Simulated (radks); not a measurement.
The iron ion Fe3+, configuration [Ar] 3d3 4s2 (not the ground configuration).

Method: scalar-relativistic Kohn-Sham, r2SCAN, spin-polarised, spherical densities, finite nucleus; open shells are filled with parallel spins first; meta-GGA in the generalised Kohn-Sham scheme; Fermi nuclear charge, rms radius 3.7377 fm; computed with a radial shooting solver on a logarithmic mesh with Libxc functionals.

Energy parts (hartree):
part                       energy
total                 -1269.35474
kinetic                1284.76363
electron-nucleus      -2989.52156
Hartree                 489.39963
exchange-correlation    -53.99645

Orbitals (lengths in bohr, moments of r in powers of bohr):
orbital,occ.,eigenvalue (hartree),<r^2>
1s down,1,-260.2141,0.004600
1s up,1,-260.2135,0.004600
2s up,1,-32.71135,0.08393
2s down,1,-32.61745,0.08356
2p up,3,-28.13359,0.06825
2p down,3,-28.06219,0.06786
3s up,1,-5.66124,0.7069
3s down,1,-5.46345,0.7145
3p up,3,-4.33175,0.7758
3p down,3,-4.13530,0.7894
3d up,3,-2.24246,0.9571
3d down,0,-2.04722,1.022
4s up,1,-1.36625,4.935
4s down,1,-1.33086,5.193

The highest occupied level is 4s down at -36.214 eV. The configuration is held as typed, so some empty levels lie below it. Spin moment in Bohr magnetons: 3. Summed over all electrons, <r^2> = 19.70 bohr^2, which gives a Langevin (diamagnetic) susceptibility term of -15.6 x 10^-6 cm^3/mol. The spin density at the nucleus is 0.612 e/bohr^3 (1s 0.042, 2s -2.702, 3s 1.828, 4s 1.444). The density falls to 0.001 e/bohr^3 at r = 3.55 bohr. The electron density at the nucleus is 1.523e+04 e/bohr^3 (large components only).
